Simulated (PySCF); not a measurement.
## Correlation energy of Si⁻ (silicon, charge -1)

[Ne] 3s2 3p3, high-spin 4S determinant. Calculation: PySCF 2.14, in x2c-TZVPPall with one added diffuse shell each of s, p, d type (6s6p4d1f, 51 functions); scalar relativity by spin-free X2C-1e. Frozen: 1s2; 13 electrons correlated.

```
  level  correlation energy (mhartree)
   CCSD                        -244.40
    (T)                          -6.17
CCSD(T)                        -250.57
```

Diagnostics: T1 = 0.0059, D1 = 0.0190, largest double amplitude 0.048.

Q: Is a single reference adequate?

A: Yes: T1 lies below 0.03 and no double amplitude reaches 0.07.

This basis was not built for core-valence correlation, so the inner-shell part is incomplete.
